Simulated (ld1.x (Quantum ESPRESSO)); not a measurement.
Rh (Z = 45): RRKJ pseudisation with PBE, scalar-relativistic reference atom.

| Quantity | Value |
| --- | --- |
| Element | Rh (Z = 45) |
| Generator | ld1.x (Quantum ESPRESSO) 7.5 |
| Type | norm-conserving RRKJ (Kleinman–Bylander form) |
| Functional | PBE |
| Relativity | scalar-relativistic |
| Frozen core | [Kr] |
| Valence charge | 9 |
| Reference configuration | 4d8 5s0.75 5p0.25 |
| Partial waves | 5p (bound): rc 3.70 bohr; 4d (bound): rc 1.40 bohr; 5s (bound): rc 2.50 bohr |
| Local potential | the s channel |
| Core correction | Bessel-smoothed model core inside 1.40 bohr |
| rho0 | 0.001 |

Poles of the logarithmic derivatives, all-electron (AE) and pseudo (PS). s: poles at 0.0, 3.2 (AE) and 0.0, 2.9 (PS) Ry. p: poles at 0.7, 4.0 (AE) and 0.6, 3.7 (PS) Ry. d: poles at -0.4, 1.8 (AE) and -0.4, 2.0 (PS) Ry. Test radius 4.00 bohr.

* Cutoffs needed: 55 Ry and 90 Ry (the cutoffs (Ry, on a coarse ladder) from which the occupation-weighted sum of valence levels, in a spherical-Bessel basis at the reference potential, stays within 10 and 1 mRy of its value at 400 Ry)
* Ghost test: no extra level below or beside the all-electron valence levels (p, d, s, f tested) (spherical-Bessel basis up to 400 Ry, 20 bohr box)
* Largest excitation error: -1885 meV (all-electron minus pseudo) for 4d5 5s0 5p0, out of 7 test configurations
